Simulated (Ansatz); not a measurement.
[FeNF4]- (FeNF4⁻). The state is a singlet with charge -1. Geometry B3LYP-D4/def2-SVPD, that of the charge -1 singlet.

```xyz
6

Fe   -0.005   -0.014   -0.063
N    -0.115   -0.328   -1.491
F    -0.333    1.755    0.050
F     1.729    0.414    0.185
F     0.393   -1.584    0.728
F    -1.669   -0.243    0.591
```

At PBE0-D4/def2-TZVPD the unrestricted singlet has broken spin symmetry (⟨S²⟩ up to 0.18).

Estimate the orbital energies around the gap (eV) in Ansatz with PBE-D4/def2-TZVPD, r2SCAN-D4/def2-TZVPD, PBE0-D4/def2-TZVPD.


| orbital | PBE-D4/def2-TZVPD | r2SCAN-D4/def2-TZVPD | PBE0-D4/def2-TZVPD |
| --- | --- | --- | --- |
| HOMO−5 | -3.51 | -3.93 | -5.43 |
| HOMO−4 | -3.42 | -3.84 | -5.41 |
| HOMO−3 | -3.12 | -3.53 | -4.98 |
| HOMO−2 | -3.12 | -3.53 | -4.98 |
| HOMO−1 | -2.65 | -3.09 | -4.66 |
| HOMO | -1.36 | -1.99 | -4.40 |
| LUMO | -0.13 | -0.27 | 0.47 |
| LUMO+1 | -0.13 | -0.26 | 0.47 |
| LUMO+2 | 0.72 | 0.80 | 1.63 |
| LUMO+3 | 1.41 | 1.37 | 2.04 |
| LUMO+4 | 3.81 | 4.41 | 4.23 |
| LUMO+5 | 4.16 | 4.66 | 4.61 |
| β HOMO | -1.36 | -1.99 | -4.13 |
| β LUMO | -0.13 | -0.27 | 0.73 |
